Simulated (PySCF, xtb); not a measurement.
C₂H₆GeN₂, SMILES [NH2][Ge@H]1[CH]=N[CH2]1. Other conformers were not sampled.

Harmonic wavenumbers (cm⁻¹) from GFN2-xTB (xtb) at its own minimum, in rising order: 87, 131, 216, 296, 341, 414, 473, 516, 563, 624, 657, 743, 783, 850, 1016, 1088, 1111, 1176, 1425, 1476, 1613, 1682, 2956, 2981, 3035, 3428, 3460.

Problem. What does PBE-D3(BJ)/def2-SVP (PySCF) give at its own minimum? (An estimate is asked for; the answer gives what the named calculation found.)

Solution. 97, 163, 240, 328, 407, 449, 522, 594, 613, 678, 719, 770, 874, 877, 944, 1092, 1106, 1207, 1367, 1490, 1585, 2023, 2986, 3043, 3046, 3454, 3558. Paired by order, the mean absolute difference is 52 cm⁻¹ and the zero-point energies are 47.4 and 48.9 kcal/mol.
